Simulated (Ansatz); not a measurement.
Input file for Ansatz (a program for electronic structure): R-RI-MP2/def2-QZVPP on H4Se2Si (SMILES [SiH3][Se][SeH]), a point of a torsion scan. Files ending in .json are basis or fitting sets from the Basis Set Exchange. The run froze 33 orbitals, filled d shells among them.

Ansatz 0.2 input:
```yaml
crystal:
  periodic: [false, false, false]
  atoms:
    - {symbol: Si, position_ang: [-1.03319010, -0.12296546, 0.03736360]}
    - {symbol: Se, position_ang: [0.36853693, 1.66534034, -0.33042009]}
    - {symbol: Se, position_ang: [2.37051826, 0.56803845, 0.13157032]}
    - {symbol: H, position_ang: [-0.63369934, -1.20229079, -0.86059744]}
    - {symbol: H, position_ang: [-2.34132689, 0.43492859, -0.27257345]}
    - {symbol: H, position_ang: [-0.90222528, -0.52818904, 1.43506488]}
    - {symbol: H, position_ang: [3.14125218, 1.38914235, -0.77971676]}
basis:
  gaussian:
    orbitals: def2-QZVPP.json
    fitting: {mean_field: def2-universal-JKFIT, correlation: def2-QZVPP-RIFIT.json}
magnetization: {spin_polarized: false}
correlation: {method: mp2, electrons: outside_noble_gas}
scf: {lower_state_search: off}
```

The log:

```
WARN ansatz: RAYON_NUM_THREADS=2 ignored (pool sized by the plan → 2); use --threads N
Functional definition: HF
these checks for a lower state are left out or cut short: stability, starts, cluster_reference, orbital_swaps, neighbouring_geometries, increment
integrals: 0.69 GiB planned
732 factors; integrals over basis functions are off by at most 2.6e0 eV
mean field: 1.18 GiB planned
mean field evaluation 1: about -138534.5396 eV, gradient 1.5e1 eV
mean field evaluation 2: about -138535.5468 eV, gradient 5.6e0 eV
mean field evaluation 4: about -138535.6698 eV, gradient 4.5e-1 eV
mean field -138535.67148765 eV, -5091.0920243204 hartree, gradient 1.2e-6 eV, S^2 0.000000; 0 other end points of the search recorded, 0 dependent functions left out
33 core orbitals not correlated
987 factors; their error is unknown
reference -138535.67148765 eV, -5091.0920243204 hartree; 10, 10 occupied and 325, 325 virtual orbitals, 987 factors
second order -12.92214090 eV of doubles, -0.00000000 eV of singles
Total energy: -138548.59362855 eV, -5091.5669042394 hartree
Checks for a lower state left out: stability, starts, cluster_reference, orbital_swaps, neighbouring_geometries, increment
```

The calculation finished and met its thresholds.

Cost: very roughly 8 core-seconds.
